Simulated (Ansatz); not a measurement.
C6H6, singlet, at a GFN2-xTB geometry; R2SCAN/pcseg-1 run with Ansatz (a quantum-chemistry and plane-wave program).

Ansatz was given this input:
Ansatz 0.2 input:
```yaml
crystal:
  periodic: [false, false, false]
  atoms:
    - {symbol: C, position_ang: [2.39225858, 0.57896338, 0.46896640]}
    - {symbol: C, position_ang: [1.37744079, 0.07004094, 0.08854547]}
    - {symbol: C, position_ang: [0.13540429, -0.52022182, -0.34351872]}
    - {symbol: C, position_ang: [-0.90374538, -0.74072470, 0.73607699]}
    - {symbol: C, position_ang: [-1.78472849, 0.08976811, 0.19086673]}
    - {symbol: C, position_ang: [-0.90321002, 0.46453146, -0.96702542]}
    - {symbol: H, position_ang: [3.28939532, 1.01542412, 0.79249266]}
    - {symbol: H, position_ang: [0.33583048, -1.39962182, -0.96192539]}
    - {symbol: H, position_ang: [-0.88045501, -1.35685235, 1.61583321]}
    - {symbol: H, position_ang: [-2.77988305, 0.40387986, 0.44880523]}
    - {symbol: H, position_ang: [-1.26788979, 0.17964504, -1.95309060]}
    - {symbol: H, position_ang: [-0.57751670, 1.50338109, -0.98558395]}
basis:
  gaussian:
    orbitals: pcseg-1.json
hamiltonian:
  xc: r2scan
```
The basis file holds pcseg-1 in the JSON format of the Basis Set Exchange.

### Question
What does Ansatz print? Leave out banner, timings and long lists.

### Answer

```
Functional definition: r2SCAN
1314 factors; their error is unknown
mean field evaluation 1: about -6300.0745 eV, gradient 6.2e1 eV
mean field evaluation 2: about -6294.6165 eV, gradient 8.0e1 eV
mean field evaluation 4: about -6310.5313 eV, gradient 8.9e0 eV
mean field evaluation 8: about -6310.7214 eV, gradient 5.4e-2 eV
mean field evaluation 16: about -6310.6161 eV, gradient 6.5e-5 eV
mean field -6310.61607837 eV, -231.9108633910 hartree, gradient 6.4e-5 eV, S^2 0.000000; 0 other end points of the search recorded, 0 dependent functions left out
reference -6310.61608952 eV, -231.9108638007 hartree; 21, 21 occupied and 93, 93 virtual orbitals, 1314 factors
Total energy: -6310.61608952 eV, -231.9108638007 hartree
```
